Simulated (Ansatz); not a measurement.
Basis-set series for Cl2Ga2H6N2 (`[Cl][Ga@H-]1[NH2+][Ga@@H-]([Cl])[NH2+]1`). The species carries charge 0 and has multiplicity 1. Geometry: relaxed with PBE0-D4/def2-TZVP.

```tsv
functional	basis	functions	energy (Eh)	HOMO (eV)	LUMO (eV)
PBE0-D4	def2-TZVPP	326	-4882.60733	-8.19	-0.22
PBE0-D4	def2-QZVPP	612	-4882.72746	-8.22	-0.45
ωB97M-V	def2-TZVPP	326	-4883.23373	-10.41	1.25
ωB97M-V	def2-QZVPP	612	-4883.34929	-10.45	0.73
```

(1) Give the rows for def2-SVP. (An estimate is asked.)

## Answers

(1) Computed: 
```
functional     basis  functions  energy (Eh)  HOMO (eV)  LUMO (eV)
   PBE0-D4  def2-SVP        158  -4881.66761      -8.05       0.10
   ωB97M-V  def2-SVP        158  -4882.29610     -10.23       1.72
```

Positive LUMOs are unbound and depend on the basis. Scalar relativity is left out up to krypton.
